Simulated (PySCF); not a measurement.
Species: Nb(NMe)(OSiH3)3, CH12NNbO3Si3 (singlet state).
Cartesian coordinates in Å at the PBE0-D3(BJ)/def2-SVP level; atoms count from 1:
```
atom  x, y, z in Å
Nb1   -0.0183   -0.0094   -0.5157
N2     0.0706    0.0830    1.2256
C3     0.1452    0.1527    2.6393
H4    -0.3590   -0.7091    3.1108
H5     1.1936    0.1560    2.9861
H6    -0.3358    1.0701    3.0217
O7     1.4894    0.9174   -1.2259
Si8    2.9083    1.7794   -1.1075
H9     3.0912    2.5924   -2.3449
H10    4.0588    0.8385   -0.9614
H11    2.8625    2.6881    0.0780
O12   -1.6533    0.8143   -1.0494
Si13  -3.1009    1.5588   -0.6984
H14   -4.2077    0.8429   -1.3983
H15   -3.0589    2.9763   -1.1641
H16   -3.3503    1.5317    0.7752
O17    0.0046   -1.8548   -0.9940
Si18   0.0162   -3.4837   -0.6514
H19    1.0941   -4.1470   -1.4420
H20   -1.3030   -4.0782   -1.0191
H21    0.2658   -3.7032    0.8057
```

The calculation used TDDFT PBE0/def2-SVPD, vertical, gas phase, core orbitals frozen in the response, def2 core potentials past Kr in PySCF. Spin–orbit coupling is left out.

Transition dipole moments from the ground state, in atomic units and in the frame of the coordinates above (overall signs are arbitrary), for the states with f of 0.002 or more among the lowest 9:

| state | E (eV) | μx | μy | μz |
| --- | --- | --- | --- | --- |
| S2 | 5.090 | 0.131 | 0.082 | -0.011 |
| S3 | 5.093 | -0.091 | 0.150 | -0.001 |
| S4 | 5.293 | 0.022 | 0.025 | 0.411 |
| S5 | 5.692 | -0.115 | -0.187 | 0.022 |
| S6 | 5.702 | 0.183 | -0.108 | -0.005 |
| S8 | 6.109 | 0.142 | -0.004 | -0.009 |
| S9 | 6.111 | -0.017 | -0.136 | 0.010 |

Problem. Work out the oscillator strengths.

Solution. f = (2/3) ΔE |μ|² with ΔE in hartree (27.2114 eV).

```
state  |μ|² (au)  |μ| (D)      f
   S2      0.024     0.39  0.003
   S3      0.031     0.45  0.004
   S4      0.170     1.05  0.022
   S5      0.049     0.56  0.007
   S6      0.045     0.54  0.006
   S8      0.020     0.36  0.003
   S9      0.019     0.35  0.003
```

Problem. Which bond between heavy atoms lies closest to the direction of the S4 transition dipole?

Solution. Nb1–N2 and N2–C3, at 0° from it; next Nb1–O17, Nb1–O7 and Nb1–O12 at 72°.

Problem. How is the summed strength of these states shared among x, y and z?

Solution. (2/3) Σ ΔE μα² gives 0.013 for x, 0.013 for y and 0.022 for z, 0.048 in all.

Problem. What peak molar absorption coefficient would the strongest computed level give as a lone Gaussian band 0.5 eV wide at half height?

Solution. ε(max) = 2.175×10⁸ f / FWHM, with the width in cm⁻¹. S4: 2.175×10⁸ × 0.0221 / 4033 ≈ 1200 L mol⁻¹ cm⁻¹.

Run on Arm Neoverse V2, one thread, shared host with 96 logical CPUs at a one-minute load of 63.
